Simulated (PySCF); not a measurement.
This PySCF input asks for the NMR shieldings of SMILES CC(C)[C@H](C)CC[SiH3], C₇H₁₈Si; the geometry comes from GFN2-xTB.

```python
import basis_set_exchange as bse
import numpy as np
from pyscf import gto, dft
from pyscf.prop import nmr

atoms = """
C    -2.122465    1.185534    0.391237
C    -1.519840    0.263380   -0.666517
C    -2.598298   -0.672309   -1.213070
C    -0.289568   -0.522579   -0.162989
C    -0.566485   -1.290159    1.128731
C     0.924693    0.403903    0.004566
C     2.249776   -0.344873    0.126580
Si    3.740892    0.819578    0.304676
H    -1.373601    1.864172    0.790582
H    -2.547667    0.611131    1.209879
H    -2.918338    1.782086   -0.049894
H    -1.176930    0.888694   -1.500329
H    -3.008844   -1.300613   -0.426675
H    -2.192692   -1.315169   -1.991249
H    -3.414763   -0.093237   -1.639161
H    -0.041897   -1.252524   -0.944425
H     0.247029   -1.979200    1.342329
H    -0.662604   -0.607996    1.969775
H    -1.478956   -1.874571    1.047759
H     0.784852    1.028225    0.889386
H     0.979411    1.070018   -0.860647
H     2.380186   -0.981392   -0.751567
H     2.213824   -1.013101    0.988087
H     4.967392    0.022133    0.367541
H     3.603503    1.605751    1.533524
H     3.800343    1.725734   -0.845013
"""
names = dict.fromkeys(["C", "Si", "H"], "pcSseg-1")
basis = {el: gto.basis.parse(bse.get_basis(n, elements=[el], fmt="nwchem")) for el, n in names.items()}
mol = gto.M(atom=atoms, basis=basis, charge=0, verbose=0)
mf = dft.RKS(mol, xc="PBE0")
mf.grids.level = 2
mf.grids.alignment = dft.numint.BLKSIZE   # the property module wants whole blocks of grid points
mf.conv_tol = 1e-9
mf.kernel()

calc = nmr.RKS(mf)   # GIAO
C = mf.mo_coeff
Co = C[:, mf.mo_occ > 0]
resp = mf.gen_response(singlet=True, hermi=2)
def vind(x):   # induced exchange potential for any number of trial vectors
    d = np.einsum("pi,xij,qj->xpq", C, 2 * x.reshape(-1, C.shape[1], Co.shape[1]), Co, optimize=True)
    return np.einsum("xpq,pi,qj->xij", resp(d - d.transpose(0, 2, 1)), C, Co, optimize=True).ravel()
mo1, _ = nmr.rhf.solve_mo1(calc, with_cphf=vind)
sigma = calc.kernel(mo1)
for i, s in enumerate(sigma):   # ppm
    print("%2d %-2s %9.2f" % (i, mol.atom_pure_symbol(i), np.trace(s) / 3))
```

Q: What are the results?

A: 
```
 0 C     169.99
 1 C     148.05
 2 C     162.64
 3 C     140.57
 4 C     174.23
 5 C     148.07
 6 C     176.66
 7 Si    419.12
 8 H      30.74
 9 H      31.09
10 H      30.93
11 H      30.22
12 H      30.63
13 H      30.78
14 H      30.67
15 H      30.62
16 H      30.49
17 H      31.40
18 H      30.70
19 H      30.48
20 H      30.42
21 H      31.21
22 H      30.72
23 H      27.73
24 H      27.94
25 H      27.94
```

These numbers come from an equivalent density-fitted implementation of the same equations, which agrees with the script to about 0.01 ppm for H and up to a few tenths of a ppm for heavy atoms, so last digits may differ.

Q: Turn these shieldings into chemical shifts. References, each an isolated molecule treated in the same way: TMS for ¹³C (σ = 186.93 ppm) and ²⁹Si (σ = 349.16 ppm) and ¹H (σ = 31.72 ppm).

A: Averaging equivalent atoms: C 3: 46.4; C 1: 38.9; C 5: 38.9; C 2: 24.3; C 0: 16.9; C 4: 12.7; C 6: 10.3; Si 7: -70.0; H 23/24/25: 3.84; H 11: 1.50; H 20: 1.30; H 19: 1.24; H 15: 1.10; H 12/13/14: 1.02; H 22: 0.99; H 16/17/18: 0.85; H 8/9/10: 0.80; H 21: 0.50 ppm. 

Size and cost of the density-fitted run: 233 basis functions, 52 s wall time on 1 thread of an x86-64 server CPU, shared host.
